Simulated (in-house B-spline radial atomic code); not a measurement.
## Binding energies in Kr8+

NIST's tabulated ground configuration is [Ar] 3d10; each binding energy is the energy of the ion with one electron taken from that subshell, relaxed, less that of the parent. All numbers are computed (Dirac-Hartree-Fock, average of configuration; Fermi nucleus of rms radius 4.1884 fm) with a B-spline radial code for spherical atoms, not measured. Energies include first-order Breit, QED and recoil terms.

```json
{"subshell": "1s", "X-ray name": "K", "binding energy (eV)": "14474.5", "-ε (eV)": "14554.0", "relaxation (eV)": "46.6"}
{"subshell": "2s", "X-ray name": "L1", "binding energy (eV)": "2074.6", "-ε (eV)": "2098.4", "relaxation (eV)": "20.8"}
{"subshell": "2p1/2", "X-ray name": "L2", "binding energy (eV)": "1876.8", "-ε (eV)": "1902.9", "relaxation (eV)": "23.2"}
{"subshell": "2p3/2", "X-ray name": "L3", "binding energy (eV)": "1823.9", "-ε (eV)": "1848.5", "relaxation (eV)": "22.7"}
{"subshell": "3s", "X-ray name": "M1", "binding energy (eV)": "434.5", "-ε (eV)": "438.6", "relaxation (eV)": "3.7"}
{"subshell": "3p1/2", "X-ray name": "M2", "binding energy (eV)": "363.9", "-ε (eV)": "368.0", "relaxation (eV)": "3.7"}
{"subshell": "3p3/2", "X-ray name": "M3", "binding energy (eV)": "355.8", "-ε (eV)": "359.6", "relaxation (eV)": "3.6"}
{"subshell": "3d3/2", "X-ray name": "M4", "binding energy (eV)": "232.7", "-ε (eV)": "236.7", "relaxation (eV)": "3.9"}
{"subshell": "3d5/2", "X-ray name": "M5", "binding energy (eV)": "231.4", "-ε (eV)": "235.2", "relaxation (eV)": "3.9"}
```

Relaxation = -ε minus the binding energy without Breit, QED and recoil terms.

Emission lines follow as differences of binding energies, with λ = 12398.42 eV·Å / E:

| line | holes | energy (eV) | wavelength (Å) |
| --- | --- | --- | --- |
| K-L3 | 1s → 2p3/2 | 12650.6 | 0.98007 |
| K-L2 | 1s → 2p1/2 | 12597.7 | 0.98418 |
| K-M3 | 1s → 3p3/2 | 14118.7 | 0.87816 |
| L3-M5 | 2p3/2 → 3d5/2 | 1592.5 | 7.7855 |
| L2-M4 | 2p1/2 → 3d3/2 | 1644.1 | 7.5412 |
| L1-M3 | 2s → 3p3/2 | 1718.8 | 7.2134 |
| L3-M1 | 2p3/2 → 3s | 1389.4 | 8.9236 |

Task: What screening constant σ does Moseley's law, E = (3/4)·13.6057 eV·(Z - σ)², need for K-L3?

Result: σ = 0.79.

Task: What does it cost to remove both a 3p1/2 and a 3d5/2 electron?

Result: 633.39 eV, which is 38.11 eV more than the two single binding energies together.

Task: What does it cost to remove both a 3p3/2 and a 3d5/2 electron?

Result: 623.05 eV, which is 35.89 eV more than the two single binding energies together.

Task: What does it cost to remove both a 2s and a 3d5/2 electron?

Result: 2351.1 eV, which is 45.11 eV more than the two single binding energies together.
